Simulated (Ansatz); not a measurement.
`N#[C][Sn]([F])([F])[F]` + `N#[C][SnH2][F]` → `[F][Sn]([F])([F])[F]` + `N#[C][SnH2][C]#N` at 400 K and 1 bar (redistribution).

Gas-phase electronic energies from Ansatz, PBE0-D4/def2-TZVP geometries. CCSD(T)/CBS adds triple-zeta CCSD(T) − MP2 to the extrapolated MP2 energy (def2 sets, frozen cores). Elements past krypton have def2 core potentials. For Sn outer-core shells are correlated without core-valence functions, which leaves a few kJ/mol of doubt a bond.

```tsv
species	CCSD(T)/CBS energy (Eh)	H − E (kJ/mol)	S (J/(mol·K))
`N#[C][Sn]([F])([F])[F]`	-606.22625	70.1	395.4
`N#[C][SnH2][F]`	-407.77206	88.3	351.3
`[F][Sn]([F])([F])[F]`	-613.31403	49.8	351.1
`N#[C][SnH2][C]#N`	-400.68648	108.9	376.7
```

H − E and S are ideal-gas, rigid-rotor, harmonic terms from PBE0-D4/def2-TZVP. 1 Eh = 2625.50 kJ/mol, R = 8.31446 J/(mol·K).

Task: By hand: ΔE, ΔH, ΔS and ΔG.

Result: ΔE = (-613.31403) + (-400.68648) − (-606.22625) − (-407.77206) = -0.00220 Eh = -5.8 kJ/mol. Δ(H − E) = 49.8 + 108.9 − 70.1 − 88.3 = 0.3, so ΔH = -5.5 kJ/mol. ΔS = 351.1 + 376.7 − 395.4 − 351.3 = -18.9 J/(mol·K). ΔG = -5.5 − 400 × (-18.9)/1000 = 2.1 kJ/mol.

Task: By hand: the equilibrium constant, and the temperature at which ΔG would vanish if ΔH and ΔS stayed fixed.

Result: log₁₀ K = −ΔG/(RT ln 10) = -0.3. ΔG = 0 at ΔH/ΔS = 291 K, though so small a ΔH makes that figure unsure.

TΔS isn't small against ΔH here. The sign of ΔG lies within the doubt. A doubt of 5 kJ/mol in ΔE shifts log₁₀ K by 0.7 here. These are equilibria of isolated gas molecules and say nothing of rates. Largest T1 diagnostic: 0.015 (customary marks: 0.02 for closed shells, 0.045 for open ones).
